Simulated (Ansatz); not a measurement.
# SnH4: a line through the functionals

The species is SnH4 (5 atoms), meant as a singlet with charge 0. SMILES: `[SnH4]`. Geometry: relaxed at PBE0-D4/def2-TZVP.

The vertical energy of the triplet above the singlet y, in eV, basis def2-SVPD with a core potential; a is the functional's share of exact exchange. Programs: Ansatz 0.2.0.

```
functional  program     a  y (eV)
    revPBE   Ansatz     0    6.85
    r2SCAN   Ansatz     0    7.00
     B3LYP   Ansatz   0.2    7.10
   r2SCAN0   Ansatz  0.25    7.14
      PBE0   Ansatz  0.25       ?
     BHLYP   Ansatz   0.5    7.38
```

Task: Fit y = c + s·a to the known rows and predict PBE0.

Result: 
1. Means of the 5 rows: a = 0.1900, y = 7.094.
2. Σ(Δa)² = 0.172, Σ(Δa·Δy) = 0.1557, so the slope is 0.1557/0.172 = 0.90523.
3. Intercept: 7.094 − (0.90523) × 0.1900 = 6.922. The largest residual of the fit is 0.078.
4. PBE0: 6.922 + (0.90523) × 0.25 = 7.15 eV.

The run gave 7.08 eV, so the prediction is off by +0.07 eV, within the scatter of the fit. The rows mix families of semi-local functionals, which the line can't see. Spin-orbit coupling is left out.
